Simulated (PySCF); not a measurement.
## TDDFT excited states: C3H8O3Si

Compound: C₃H₈O₃Si.
Structure used (PBE0-D3(BJ)/def2-SVP), in Å, numbered top down from 1:
```
atom  x, y, z in Å
C1    -2.594    1.007   -0.201
O2    -1.517    0.144   -0.432
Si3   -0.740   -0.814    0.670
O4     0.811   -1.033    0.133
C5     1.688    0.009   -0.180
C6     2.986   -0.566   -0.697
O7     3.951    0.098   -0.951
H8    -2.514    1.525    0.773
H9    -2.616    1.772   -0.992
H10   -3.557    0.469   -0.223
H11   -0.765   -0.114    1.994
H12   -1.314   -2.181    0.761
H13    1.275    0.676   -0.961
H14    1.921    0.646    0.695
H15    2.961   -1.680   -0.827
```

Computed with TDDFT wB97X-D/def2-SVPD, vertical, gas phase, core orbitals frozen in the response in PySCF.

Q: Predict the UV-vis stick spectrum at this level.

A: 

| state | E (eV) | E (kJ/mol) | λ (nm) | f | \|μ\| (D) | main configurations (H = HOMO, L = LUMO) |
| --- | --- | --- | --- | --- | --- | --- |
| S1 | 4.31 | 415 | 287.9 | 0.0001 | 0.07 | H→L (98%) |
| S2 | 7.11 | 686 | 174.3 | 0.017 | 0.79 | H-2→L (68%), H-1→L (22%) |
| S3 | 7.63 | 736 | 162.6 | 0.0013 | 0.21 | H-1→L+1 (73%), H-1→L+2 (10%) |
| S4 | 7.90 | 763 | 156.9 | 0.0012 | 0.20 | H→L+4 (57%), H→L+2 (19%), H→L+5 (10%) |
| S5 | 7.91 | 763 | 156.7 | 0.012 | 0.63 | H-1→L+2 (53%), H-1→L+3 (20%) |
| S6 | 7.97 | 769 | 155.6 | 0.0031 | 0.32 | H-4→L (61%), H-5→L (22%) |
| S7 | 8.16 | 787 | 151.9 | 0.0031 | 0.32 | H→L+2 (58%), H→L+4 (9%) |
| S8 | 8.30 | 801 | 149.3 | 0.029 | 0.96 | H-2→L+1 (30%), H-2→L+2 (25%), H-1→L+3 (10%) |
| S9 | 8.38 | 809 | 147.9 | 0.048 | 1.23 | H-1→L (47%), H-2→L+2 (18%), H-2→L (12%) |
| S10 | 8.42 | 813 | 147.2 | 0.058 | 1.34 | H→L+6 (18%), H→L+1 (18%), H-2→L+2 (14%) |

Triplets, Tamm–Dancoff:

| state | E (eV) | λ (nm) | main configurations (H = HOMO, L = LUMO) |
| --- | --- | --- | --- |
| T1 | 3.76 | 329.8 | H→L (97%) |
| T2 | 5.95 | 208.5 | H-6→L (47%), H-2→L (29%) |
| T3 | 7.22 | 171.8 | H-2→L (37%), H-6→L (30%), H-1→L (20%) |
| T4 | 7.39 | 167.9 | H-1→L+1 (62%), H-1→L+2 (14%) |

The lowest singlet comes at 288 nm (415 kJ/mol) in the ultraviolet; it is dark (f under 0.0005); its leading configuration is HOMO→LUMO (98%). The most intense listed level is S10 at 8.42 eV (147 nm, f = 0.058), 4.12 eV above S1. It is the last of those listed, so stronger ones may follow. S4/S5 lie within about 0.01 eV of each other. S1 has the pattern of n→π* at C=O. The listed states span 4.12 eV, and the widest gap between neighbours is 2.81 eV (S1 to S2). Orbital energies (eV): HOMO-3 -11.21, HOMO-2 -10.78, HOMO-1 -10.39, HOMO -9.58, LUMO 0.90, LUMO+1 1.94, LUMO+2 2.16. Of the 10 states listed, 5 reach f = 0.01 and 1 stays under 0.0005. All these states lie below the vertical ionisation energy of 10.13 eV (ΔSCF). Singlets were solved by full linear response, triplets in the Tamm–Dancoff approximation.

One conformer stands for the species.
